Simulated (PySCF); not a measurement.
## Simulated absorption spectrum

Species: C5H5F3N2.
InChI=1S/C5H5F3N2/c1-2-3-9-10-4-5(6,7)8/h1,4,9H,3H2/b10-4+

Computed, not measured: TDDFT CAM-B3LYP/def2-SVPD, vertical, gas phase, core orbitals frozen in the response in PySCF. The structure is a single GFN2-xTB conformer in the gas phase; no vibrational or solvent corrections. Torsions of this conformer, `[CH:1]#[C:2][CH2:3][NH:4]/[N:5]=[CH:6]/[C:7]([F:8])([F:9])[F:10]`: C2–C3–N4–N5 108°, C3–N4–N5–C6 -170°, N5–C6–C7–F8 7°.

Computed states:

```csv
state,E (eV),f
S1,5.87,0.368
S2,6.04,0.112
S3,6.28,0.0007
S4,6.49,0.0005
S5,6.86,0.0009
S6,6.95,0.0038
S7,7.21,0.012
S8,7.46,0.014
```

Each state is given a Gaussian of 0.25 eV full width at half maximum, with ε(max) = 2.175×10⁸ f / Δν̃ (Δν̃ the width in cm⁻¹). The width is an assumption, not a result. The curve ends short of the highest state used, and states not computed would add to its high-energy end.

Q: Give the broadened spectrum and its maxima.

A: 
E (eV), ε (L mol⁻¹ cm⁻¹) and a bar:
```
     5.49         66 
     5.53        237 
     5.57        739 
     5.61       1995 #
     5.65       4676 ###
     5.69       9519 #######
     5.73      16846 ############
     5.77      25959 ##################
     5.81      34929 ########################
     5.85      41252 #############################
     5.89      43138 ##############################
     5.93      40503 ############################
     5.96      36416 #########################
     6.00      29733 #####################
     6.04      23027 ################
     6.08      17018 ############
     6.12      11881 ########
     6.16       7684 #####
     6.20       4518 ###
     6.24       2390 ##
     6.28       1142 #
     6.32        508 
     6.36        227 
     6.39        136 
     6.43         86 
     6.47         68 
     6.51         58 
     6.55         48 
     6.59         39 
     6.63         36 
     6.67         44 
     6.71         72 
     6.75        125 
     6.79        203 
     6.82        275 
     6.86        376
```

Maxima: 211 nm (5.89 eV), ε about 43000, made up of S1 (91%) (ε in L mol⁻¹ cm⁻¹; maxima over ε = 5, shares over 10%). At its high-energy end, 6.86 eV, the curve is still rising (ε about 380, from S5 and S6).

Q: On this curve, what absorbance would a 10⁻⁵ mol/L sample give at 193 nm over a 1 cm path?

A: 193 nm is 6.424 eV, where ε is about 91 L mol⁻¹ cm⁻¹, so A = ε c l ≈ 0.00091 (Beer–Lambert, with the gas-phase spectrum and the assumed width).

Q: What would ε be at 5.89 eV, the highest of these maxima, with half the width (0.125 eV)?

A: About 74100 L mol⁻¹ cm⁻¹ against 43200, a factor of about 1.7; a lone state at its own centre would give exactly 2.

Hardware: one thread, Intel Xeon Platinum 8488C (x86_64), on a shared host. Cost: 70 s (grids of density and orbitals included), 1.2 GiB resident at most.
